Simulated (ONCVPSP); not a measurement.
## Pseudopotential generation for chromium: ONCV, PBEsol, scalar-relativistic.

| Quantity | Value |
| --- | --- |
| Element | Cr |
| Generator | ONCVPSP 4.0.1 |
| Type | optimised norm-conserving Vanderbilt (ONCV) |
| Functional | PBEsol |
| Relativity | scalar-relativistic |
| Frozen core | [Ne] |
| Valence charge | 14 |
| Reference configuration | 3s2 3p6 3d5 (charge +1) |
| Partial waves | 3s: rc 0.80 bohr, ncon 4, nbas 8, qcut 8.8 1/bohr, 2 projectors, debl 2.2 Ha; 3p: rc 1.05 bohr, ncon 3, nbas 6, qcut 6.9 1/bohr, 3 projectors, debl 3 Ha; 3d: rc 1.05 bohr, ncon 3, nbas 6, qcut 10.5 1/bohr, 1 projector; f scattering state at 0.29 Ha: rc 1.15 bohr, ncon 4, nbas 7, qcut 10.8 1/bohr, 1 projector |
| Local potential | polynomial inside 0.75 bohr (lpopt 1, dvloc0 0 Ha) |
| Core correction | polynomial model core, fcfact 0.4 |

In the s channel the program set the typed energies aside and used -2.966, 0.250 Ha.

Poles of the logarithmic derivatives, all-electron (AE) and pseudo (PS). s: poles at no energy (AE) and no energy (PS) Ha. p: poles at 1.4 (AE) and 1.4 (PS) Ha. d: poles at 2.5 (AE) and 2.6 (PS) Ha. f: poles at no energy (AE) and no energy (PS) Ha. Test radii: s 0.81, p 1.07, d 1.07, f 1.17 bohr.

- Cutoffs needed: 73 Ha and 231 Ha (the cutoffs (Ha) at which the residual kinetic energy of the hardest occupied pseudo-wave falls to 1 and 0.1 mHa per electron)
- Ghost test: no bound ghost flagged; GHOST(+) flagged for s at 457.3 eV
- Largest excitation error: -25 meV (all-electron minus pseudo) for 3s1 3p6 3d5 4s1, out of 4 test configurations
- rms error of d²Exc/dni dnj: 2.33 mHa without and 1.16 mHa with the model core
